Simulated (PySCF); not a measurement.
PySCF input (M06-2X/def2-TZVPD):

```python
from pyscf import gto, scf, dft

mol = gto.M(
    atom='''
    P    -0.04451031   -0.04178901   -0.47896848
    O    -0.07894962    0.02476391    1.00249301
    H     1.29925152    0.42872386   -0.83541683
    ''',
    basis='def2-tzvpd',
    charge=0,
    spin=2,
    verbose=4,
)

mf = dft.UKS(mol, xc='m062x').density_fit(auxbasis='def2-universal-jkfit')
mf.grids.level = 4
mf.conv_tol = 1e-9
mf.max_cycle = 100
mf.max_memory = 1500
mf.kernel()
if not mf.converged:
    mf = mf.newton()
    mf.kernel(mf.make_rdm1())
for _ in range(2):
    mo, _, stable, _ = mf.stability(return_status=True)
    if stable:
        break
    mf.kernel(mf.make_rdm1(mo, mf.mo_occ))
mf.analyze()
```

Output:

```
PySCF version 2.14.0

[INPUT] verbose = 4
[INPUT] num. atoms = 3
[INPUT] num. electrons = 24
[INPUT] charge = 0
[INPUT] spin (= nelec alpha-beta = 2S) = 2
[INPUT] symmetry False subgroup None
[INPUT] Mole.unit = angstrom
[INPUT] Symbol           X                Y                Z      unit          X                Y                Z       unit  Magmom
[INPUT]  1 P     -0.044510310000  -0.041789010000  -0.478968480000 AA   -0.084112295619  -0.078969783917  -0.905119249499 Bohr   0.0
[INPUT]  2 O     -0.078949620000   0.024763910000   1.002493010000 AA   -0.149193159438   0.046797007673   1.894437230691 Bohr   0.0
[INPUT]  3 H      1.299251520000   0.428723860000  -0.835416830000 AA    2.455229539725   0.810170678466  -1.578709008552 Bohr   0.0

nuclear repulsion = 50.0324175017136
number of shells = 34
number of NR pGTOs = 135
number of NR cGTOs = 92
basis = def2-tzvpd
ecp = {}

******** <class 'pyscf.df.df_jk.DFUKS'> ********
method = DFUKS
initial guess = minao
damping factor = 0
level_shift factor = 0
DIIS = <class 'pyscf.scf.diis.CDIIS'>
diis_start_cycle = 1
diis_space = 8
diis_damp = 0
SCF conv_tol = 1e-09
SCF conv_tol_grad = None
SCF max_cycles = 100
direct_scf = False
number electrons alpha = 13  beta = 11
XC library pyscf.dft.libxc version 7.1.2
    S. Lehtola, C. Steigemann, M. J. T. Oliveira, and M. A. L. Marques,  SoftwareX 7, 1–5 (2018)
XC functionals = m062x
    Y. Zhao and D. G. Truhlar,  Theor. Chem. Acc. 120, 215 (2008)
    Y. Zhao and D. G. Truhlar,  Theor. Chem. Acc. 120, 215 (2008)
radial grids:
    Treutler-Ahlrichs [JCP 102, 346 (1995); DOI:10.1063/1.469408] (M4) radial grids

becke partition: Becke, JCP 88, 2547 (1988); DOI:10.1063/1.454033
pruning grids: <function nwchem_prune>
grids dens level: 4
symmetrized grids: False
atomic radii adjust function: <function treutler_atomic_radii_adjust>
small_rho_cutoff = 0
Set gradient conv threshold to 3.16228e-05
tot grids = 73048
******** <class 'pyscf.df.df.DF'> ********
auxbasis = def2-universal-jkfit
init E= -417.197562783076
  alpha nocc = 13  HOMO = -0.152225968126963  LUMO = -0.00371886782728981
  beta  nocc = 11  HOMO = -0.479500912804639  LUMO = -0.276717971887777

WARN: HOMO -0.152225968126963 >= LUMO -0.276717971887777

cycle= 1 E= -416.941201213346  delta_E= 0.256  |g|= 0.546  |ddm|= 1.02
[...]
  beta  nocc = 11  HOMO = -0.422406503765957  LUMO = -0.148894305457276
  HOMO = -0.258160156003  LUMO = -0.148894305457  gap/eV = 2.97328
Extra cycle  E= -417.079627478386  delta_E= -1.35e-11  |g|= 5.65e-06  |ddm|= 7.75e-06
converged SCF energy = -417.079627478386  <S^2> = 2.0140778  2S+1 = 3.0093706
uhf_internal: lowest eigs of H = [0.16909902 0.1996702  0.27283376]
<class 'pyscf.df.df_jk.DFUKS'> wavefunction is stable in the internal stability analysis
**** SCF Summaries ****
Total Energy =                        -417.079627478385760
Nuclear Repulsion Energy =              50.032417501713638
One-electron Energy =                 -675.241294066609157
Two-electron Energy =                  208.129249086509731
Two-electron Coulomb Energy =          240.255574272783292
DFT Exchange-Correlation Energy =      -32.126325186273547
HOMO-LUMO gap [eV] =                     2.973275238004128
**** MO energy ****
                             alpha | beta                alpha | beta
MO #1   energy= -78.0929576342625  | -78.08461784241    occ= 1 | 1
MO #2   energy= -19.6683782476433  | -19.6541577644146  occ= 1 | 1
MO #3   energy= -6.9052218724853   | -6.901240335022    occ= 1 | 1
MO #4   energy= -5.025487646002    | -5.01698405486478  occ= 1 | 1
MO #5   energy= -5.02203170294553  | -5.01379205954475  occ= 1 | 1
MO #6   energy= -5.01901638437611  | -5.0085142278963   occ= 1 | 1
MO #7   energy= -1.16542665678116  | -1.11830892625484  occ= 1 | 1
MO #8   energy= -0.695787648999506 | -0.633472824549635 occ= 1 | 1
MO #9   energy= -0.543919364008507 | -0.481366327566903 occ= 1 | 1
MO #10  energy= -0.500226214257774 | -0.430758893928205 occ= 1 | 1
MO #11  energy= -0.486895733112226 | -0.422406503765957 occ= 1 | 1
MO #12  energy= -0.374385386443755 | -0.148894305457276 occ= 1 | 0
MO #13  energy= -0.258160156003029 | -0.0569340315226867 occ= 1 | 0
MO #14  energy= 0.0164288209371013 | 0.0107431809103243 occ= 0 | 0
MO #15  energy= 0.0370867703057668 | 0.0251400761750301 occ= 0 | 0
MO #16  energy= 0.0663898387973656 | 0.0684478722413102 occ= 0 | 0
MO #17  energy= 0.0768339484664867 | 0.0708737653025453 occ= 0 | 0
MO #18  energy= 0.086943735395294  | 0.081420420801853  occ= 0 | 0
MO #19  energy= 0.101130990102992  | 0.0850056078090263 occ= 0 | 0
MO #20  energy= 0.127586337573093  | 0.100625556435552  occ= 0 | 0
MO #21  energy= 0.157132722494494  | 0.136135390327464  occ= 0 | 0
MO #22  energy= 0.190526054673871  | 0.153449318887186  occ= 0 | 0
MO #23  energy= 0.191023175746963  | 0.203119965970188  occ= 0 | 0
MO #24  energy= 0.220476000978293  | 0.206401874978305  occ= 0 | 0
MO #25  energy= 0.225846227728082  | 0.213497151347041  occ= 0 | 0
MO #26  energy= 0.245084735047695  | 0.236266532496936  occ= 0 | 0
MO #27  energy= 0.281695457366772  | 0.242025150070253  occ= 0 | 0
MO #28  energy= 0.303455360235924  | 0.281844552984125  occ= 0 | 0
MO #29  energy= 0.365201019081401  | 0.329638675720742  occ= 0 | 0
MO #30  energy= 0.380446081253919  | 0.361305119920725  occ= 0 | 0
MO #31  energy= 0.396320181017589  | 0.396179441184196  occ= 0 | 0
MO #32  energy= 0.408420112669921  | 0.399244130977002  occ= 0 | 0
MO #33  energy= 0.425739572836911  | 0.412967355085214  occ= 0 | 0
MO #34  energy= 0.439327660824704  | 0.455081401118825  occ= 0 | 0
MO #35  energy= 0.448179935513235  | 0.455818300458843  occ= 0 | 0
MO #36  energy= 0.482890301975261  | 0.493400345492934  occ= 0 | 0
MO #37  energy= 0.501492070002146  | 0.497857370458315  occ= 0 | 0
MO #38  energy= 0.574197494044536  | 0.569919006672941  occ= 0 | 0
MO #39  energy= 0.584676942498289  | 0.594951020049442  occ= 0 | 0
MO #40  energy= 0.591966181861351  | 0.602164865822213  occ= 0 | 0
MO #41  energy= 0.631861651293921  | 0.640010931185892  occ= 0 | 0
MO #42  energy= 0.726872568354956  | 0.724297831364346  occ= 0 | 0
MO #43  energy= 0.791815122714224  | 0.795544168863851  occ= 0 | 0
MO #44  energy= 0.804310887112283  | 0.803427197269231  occ= 0 | 0
MO #45  energy= 0.820526516736752  | 0.819630367770575  occ= 0 | 0
MO #46  energy= 0.877667179161293  | 0.877722857353866  occ= 0 | 0
MO #47  energy= 1.01358048154907   | 1.01264023540078   occ= 0 | 0
MO #48  energy= 1.25268310890469   | 1.28500401806939   occ= 0 | 0
MO #49  energy= 1.27128444414223   | 1.28777482877312   occ= 0 | 0
MO #50  energy= 1.29730342464383   | 1.32858037431374   occ= 0 | 0
MO #51  energy= 1.31785133396625   | 1.34188369931139   occ= 0 | 0
MO #52  energy= 1.33081201258833   | 1.35739544386903   occ= 0 | 0
MO #53  energy= 1.34304828790055   | 1.36648861685145   occ= 0 | 0
MO #54  energy= 1.37024988910396   | 1.41335995877885   occ= 0 | 0
MO #55  energy= 1.3828239245741    | 1.41418791925889   occ= 0 | 0
MO #56  energy= 1.44985669399444   | 1.47578925101919   occ= 0 | 0
MO #57  energy= 1.47343877169042   | 1.53922321395648   occ= 0 | 0
MO #58  energy= 1.59570915594282   | 1.63211960775992   occ= 0 | 0
MO #59  energy= 1.66992236247328   | 1.68770171828525   occ= 0 | 0
MO #60  energy= 1.68421662552693   | 1.72710397387161   occ= 0 | 0
MO #61  energy= 1.72632057932471   | 1.73989498826598   occ= 0 | 0
MO #62  energy= 1.81578839197522   | 1.83582648630666   occ= 0 | 0
MO #63  energy= 1.81665274750039   | 1.84129734400271   occ= 0 | 0
MO #64  energy= 1.94227540584062   | 1.95970583719564   occ= 0 | 0
MO #65  energy= 2.02731608729228   | 2.05421941675613   occ= 0 | 0
MO #66  energy= 2.12367484911719   | 2.14095524527424   occ= 0 | 0
MO #67  energy= 2.19175627654109   | 2.21600579223113   occ= 0 | 0
MO #68  energy= 2.22052973573657   | 2.24211777776695   occ= 0 | 0
MO #69  energy= 2.3446627558718    | 2.35183964610178   occ= 0 | 0
MO #70  energy= 2.54907171778216   | 2.61399143253036   occ= 0 | 0
MO #71  energy= 2.76175638028344   | 2.77711728586601   occ= 0 | 0
MO #72  energy= 2.87821927052104   | 2.91295106133202   occ= 0 | 0
MO #73  energy= 2.93116471444723   | 2.97880633531206   occ= 0 | 0
MO #74  energy= 3.07098727825685   | 3.09410811657564   occ= 0 | 0
MO #75  energy= 3.74025787152272   | 3.75767616680119   occ= 0 | 0
MO #76  energy= 5.12817574314449   | 5.15355771672002   occ= 0 | 0
MO #77  energy= 5.13184200559675   | 5.15779673527327   occ= 0 | 0
MO #78  energy= 5.20389016094392   | 5.21964893679424   occ= 0 | 0
MO #79  energy= 5.21869810459066   | 5.23174648539304   occ= 0 | 0
MO #80  energy= 5.35758524242645   | 5.35690415790559   occ= 0 | 0
MO #81  energy= 5.35963040891154   | 5.37545234837853   occ= 0 | 0
MO #82  energy= 5.51046666609435   | 5.52817006258122   occ= 0 | 0
MO #83  energy= 6.34663852810726   | 6.42862573266255   occ= 0 | 0
MO #84  energy= 6.36608233658365   | 6.44479476234279   occ= 0 | 0
MO #85  energy= 6.59367581905519   | 6.6279823333861    occ= 0 | 0
MO #86  energy= 6.59795640793526   | 6.65571923419472   occ= 0 | 0
MO #87  energy= 6.90996748196272   | 6.94041339857355   occ= 0 | 0
MO #88  energy= 7.3320454754102    | 7.39877349435793   occ= 0 | 0
MO #89  energy= 7.42603538418529   | 7.45911354439056   occ= 0 | 0
MO #90  energy= 8.0036673000039    | 8.03779175777414   occ= 0 | 0
MO #91  energy= 15.2053043691148   | 15.2209043419165   occ= 0 | 0
MO #92  energy= 43.753464935691    | 43.7515530098597   occ= 0 | 0

To work with the spin densities directly, `use mulliken_meta_spin()` only printing them here.

 ** Mulliken spin pop alpha/beta on meta-lowdin orthogonal AOs **
 ** Mulliken Spin Density (per AO)  **
spin_pop of  0 P 1s        0.00003
spin_pop of  0 P 2s        0.00292
spin_pop of  0 P 3s        0.12956
spin_pop of  0 P 4s        0.00178
spin_pop of  0 P 5s        0.00013
spin_pop of  0 P 6s        0.00006
spin_pop of  0 P 2px       0.00001
[...]
```

This state (charge 0, triplet) is run at the relaxed geometry of the species with charge 0 and multiplicity 1, and is a spin state other than that species' own.
